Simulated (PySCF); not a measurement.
C₂Si, neutral, multiplicity 1. Atoms are numbered in the order given.

```xyz
3

Si     0.0000     0.0000     1.0747
C      0.0000     0.0000    -0.6149
C      0.0000     0.0000    -1.8927
```

Geometry: PBE0-D3(BJ)/def2-TZVP. The geometry has at least one imaginary mode, so it is a saddle point at that level.

Level of theory: PBE0-D3(BJ)/def2-TZVP (PySCF).

Frequencies are harmonic and unscaled.

Modes within 1.5 cm⁻¹ of each other (mostly degenerate sets) share a row, with their intensities summed.

Computed normal modes with their intensities:
```json
[
 {"mode": "1–2", "ν (cm⁻¹)": "74i", "IR (km/mol)": "3.2", "Raman (Å⁴/amu)": "1.1", "depolarisation": "0.75", "moving atoms (share of kinetic energy)": "C 94 %"},
 {"mode": "3", "ν (cm⁻¹)": "807", "IR (km/mol)": "47.9", "Raman (Å⁴/amu)": "89.3", "depolarisation": "0.28", "moving atoms (share of kinetic energy)": "C 55 %, Si 45 %"},
 {"mode": "4", "ν (cm⁻¹)": "1943", "IR (km/mol)": "736.4", "Raman (Å⁴/amu)": "20.1", "depolarisation": "0.17", "moving atoms (share of kinetic energy)": "C 98 %"}
]
```
